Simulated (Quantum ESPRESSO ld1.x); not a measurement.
Problem. The bismuth ion Bi3+, 80 electrons, occupied as [Hg]. All-electron calculation, Dirac Kohn-Sham, PBE, spin-unpolarised, spherical densities, point nucleus. Program: ld1.x of Quantum ESPRESSO 7.5. Some entries of the table are withheld. Estimate them.

orbital  occ.  eigenvalue (eV)  <r> (bohr)  <r^2> (bohr^2)
1s1/2       2         -90550.9         (1)       0.0003459
2s1/2       2         -16277.5     0.06575        0.005185
2p1/2       2         -15637.7     0.05388        0.003643
2p3/2       4         -13317.5     0.06293        0.004823
3s1/2       2         -3949.94      0.1710         0.03358
3p1/2       2              (2)      0.1615         0.03049
3p3/2       4              (3)      0.1780         0.03680
3d3/2       4         -2670.35      0.1545         0.02802
3d5/2       6         -2560.24      0.1595         0.02973
4s1/2       2         -928.235      0.3768          0.1605
4p1/2       2         -802.862         (4)          0.1625
4p3/2       4         -674.831         (5)          0.1933
4d3/2       4         -471.273      0.4161          0.1999
4d5/2       6         -447.383      0.4271          0.2105
5s1/2       2         -185.319         (6)          0.7747
4f5/2       6         -183.253      0.4380          0.2291
4f7/2       8         -177.762      0.4441          0.2355
5p1/2       2         -141.892         (7)          0.8828
5p3/2       4         -117.228         (8)           1.069
5d3/2       4         -56.6105       1.196           1.646
5d5/2       6         -53.5587       1.236           1.758
6s1/2       2         -39.9726       2.015           4.538
6p1/2       0         -29.9286       2.322           6.042
6p3/2       0         -26.7937       2.546           7.246
7s1/2       0         -15.6518         (9)           19.92

Solution. 
(1) 1s1/2 <r> (bohr): 0.01578
(2) 3p1/2 eigenvalue (eV): -3661.42
(3) 3p3/2 eigenvalue (eV): -3141.90
(4) 4p1/2 <r> (bohr): 0.3777
(5) 4p3/2 <r> (bohr): 0.4124
(6) 5s1/2 <r> (bohr): 0.8316
(7) 5p1/2 <r> (bohr): 0.8852
(8) 5p3/2 <r> (bohr): 0.9742
(9) 7s1/2 <r> (bohr): 4.233
